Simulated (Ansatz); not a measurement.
`C#[C][Al]([NH2])[NH2]` + `C[SiH](F)Cl` → `C#CC[SiH](F)Cl` + `[NH2][AlH][NH2]`  (formal exchange of groups at a C–Al bond)

Gas-phase electronic energies from Ansatz, PBE0-D4/def2-TZVP geometries. CBS: MP2 limit from def2 TZ/QZ plus the TZ coupled-cluster correction, frozen cores. This one scheme is used for every species. DFT in def2-TZVPP. B3LYP here is the variant with VWN-RPA as its local correlation; programs differ in this. Each species was taken in one conformer, which may not be the lowest.

CCSD(T)/CBS gives +22.9 kcal/mol.

Task: Another level gave +19.9 kcal/mol. Which?
A. HF/def2-TZVPP
B. B3LYP-D4/def2-TZVPP
C. r2SCAN/def2-TZVPP
D. PBE-D4/def2-TZVPP

Result: D. PBE-D4 19.9, B3LYP-D4 21.4, r2SCAN 22.5, HF/def2-TZVPP 23.5 kcal/mol.

Largest T1 diagnostic among the species: 0.012.

The D4 term adds −0.7 kcal/mol with B3LYP and −0.4 kcal/mol with PBE0; it sums over pairs of atoms, weighted by their polarisabilities, and B3LYP, whose exchange is more repulsive, gets the larger term.
